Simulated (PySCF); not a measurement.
## Ionisation energy of B⁺ by level of theory

B⁺ [He] 2s2 (1S) → B²⁺ [He] 2s1 (2S), as a difference of total energies. Computed with PySCF 2.14 in pcseg-2 (4s3p2d1f, 30 functions), with the non-relativistic Hamiltonian (point nucleus). Correlated levels: valence: 1s2 frozen. The calculations carry no spin-orbit coupling.

| method | ionisation energy (eV) |
| --- | --- |
| UHF | 23.466 |
| MP2 (valence) | 24.409 |
| SCS-MP2 (valence) | 24.597 |
| CCSD (valence) | 25.056 |

**Question.** Estimate what LDA gives.

**Answer.** 24.575 eV, closest to SCS-MP2 (valence) among the rows shown.

**Question.** Estimate what PBE gives.

**Answer.** 24.649 eV, closest to SCS-MP2 (valence) among the rows shown.

Errors of the correlated levels include the incompleteness of this basis and the frozen core.

With two correlated electrons CCSD is exact in that space.

The coupled-cluster amplitudes are large for B⁺ (T1 above 0.03 or a double amplitude above 0.15), so a single reference is strained.

For comparison: 25.155 eV (measured; NIST Atomic Spectra Database, ionization energies).
